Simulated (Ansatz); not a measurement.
Species: CH$_{2}$OS$_{2}$, SMILES `O=C(S)S` (S–C–S–H torsion 0°, S–C–S–H torsion 180°) (charge 0, multiplicity 1).

Question: Give a relaxed geometry from B3LYP-D3(BJ)/def2-TZVP (Ansatz, a program for electronic structure).

Answer: Several could match; the one computed here: the end point of this relaxation, one of several conformers (outside a Z-matrix the atoms follow the SMILES, hydrogens last).
Bond lengths (Å): O1–C2 1.195, C2–S3 1.790, C2–S4 1.795, S3–H5 1.344, S4–H6 1.344. Angles (°): O1–C2–S3 121.1, O1–C2–S4 124.5, S3–C2–S4 114.4, C2–S3–H5 97.0, C2–S4–H6 93.8.
